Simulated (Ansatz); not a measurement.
Geometry optimisation, RKS r2SCAN/def2-mTZVP in Ansatz 0.2.0.

input.yaml

```yaml
crystal:
  periodic: [false, false, false]
  atoms:
    - { symbol: Ga, position_ang: [-0.166445, 0.0, -0.951885] }
    - { symbol: Cl, position_ang: [1.757262, 0.0, 1.902534] }
    - { symbol: H, position_ang: [2.117238, 0.0, 0.610723] }
    - { symbol: H, position_ang: [-1.750455, 0.0, -0.431172] }
basis:
  gaussian: { orbitals: def2-mTZVP }
hamiltonian:
  xc: r2scan
relax:
  f_tol: 0.03
  max_steps: 50
```

Command:

```bash
$ ansatz run input.yaml --threads 1 --pin off --max-ram 2048MiB --backend cpu --events-out ev --progress --plain --runs-dir out
```

Task: Where does it end, and by what steps?

Result: The forces met the threshold. The force dipped under the threshold on the way, but the program's further checks kept it going. After 16 steps the energy has fallen by 0.104 eV; Cl2 moved furthest, 0.91 Å.

```tsv
step	energy less start (eV)	largest force component (eV/Å)	accepted
0	0.0000	0.836	yes
1	-0.0225	0.289	yes
2	-0.0303	0.280	yes
3	-0.0297	0.261	no
4	-0.0375	0.062	yes
5	-0.0398	0.069	yes
6	-0.0456	0.225	yes
7	-0.0556	0.247	yes
8	-0.0589	0.423	yes
9	-0.0692	0.260	yes
10	-0.0431	0.710	no
11	-0.0813	0.131	yes
12	-0.0872	0.265	yes
13	-0.1008	0.041	yes
14	-0.1036	0.012	yes
15	-0.1004	0.255	no
16	-0.1040	0.018	yes
```

```xyz
4
Properties=species:S:1:pos:R:3
Ga -0.431 0.000 -0.345
Cl 2.653 0.000 1.739
H 1.556 0.000 0.977
H -1.820 0.000 -1.240
```

Whether the end is a true minimum wasn't checked by a vibrational analysis.

Time of the run: 59 s on 1 thread of AMD EPYC 7R43 64-Core Processor (Zen 3) (shared host), peak memory 0.13 GiB.
